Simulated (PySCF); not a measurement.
C₃H₃BFNO, SMILES C(#N)[C@@H]1COB1F. Geometry: B3LYP-D3(BJ)/def2-SVP. The structure was generated by enumeration; whether it is a known compound was not checked.

All values below come from PySCF 2.14.0 with B3LYP-D3(BJ)/def2-SVP.

Harmonic wavenumbers (cm⁻¹): 115, 130, 238, 366, 434, 533, 626, 635, 799, 871, 955, 1027, 1083, 1105, 1178, 1187, 1293, 1371, 1479, 1564, 2376, 3080, 3088, 3157. Rotational constants (GHz): 4.484, 2.109, 1.557; symmetry number 1.

Work out the zero-point energy and the ideal-gas rigid-rotor harmonic-oscillator thermochemistry at 298.15 K and 1 atm.

ZPE = ½ Σ hcν = ½ × 28690 cm⁻¹ = 171.61 kJ/mol. H − E(el) = 190.27 kJ/mol. Entropy in J/(mol K): translation 166.04, rotation 114.98, vibration 50.70, total 331.72. G − E(el) = 91.37 kJ/mol. Cp = 96.35 J/(mol K). Modes under 150 cm⁻¹ make the vibrational entropy uncertain.
